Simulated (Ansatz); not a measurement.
Z-matrix (Å, degrees):
```
C
C 1 1.516
H 1 1.092 2 112.5
H 1 1.096 2 110.4 3 -120.2
H 1 1.094 2 111.0 3 120.6
C 2 1.521 1 111.6 3 175.6
As 2 1.998 1 115.1 3 -61.0
H 2 1.096 1 109.4 3 55.0
H 6 1.092 2 112.0 1 -178.2
H 6 1.094 2 111.0 1 61.3
H 6 1.095 2 110.4 1 -57.8
Si 7 2.361 2 99.8 1 48.5
H 7 1.526 2 96.0 1 -45.9
H 12 1.488 7 115.1 2 -59.7
H 12 1.489 7 107.9 2 61.5
H 12 1.487 7 108.2 2 178.9
```

Charge 0, multiplicity 1.

**Question.** List the PBE/def2-TZVPP orbital energies in eV (Ansatz 0.2.0). (Estimate.)

**Answer.** Ansatz gave: Occupied: -11540.49, -1779.56, -1447.17, -1294.30, -1294.29, -1294.26, -269.57, -268.84, -268.81, -182.71, -137.32, -131.12, -131.10, -130.98, -94.05, -94.03, -94.03, -40.61, -40.60, -40.52, -40.49, -40.46, -19.81, -17.06, -15.70, -13.93, -12.68, -11.21, -10.66, -10.11, -9.46, -8.90, -8.59, -8.36, -8.25, -7.73, -7.01, -5.85. Lowest empty: -0.68, -0.44, -0.12, 0.48, 0.51, 0.90, 1.33, 1.55.
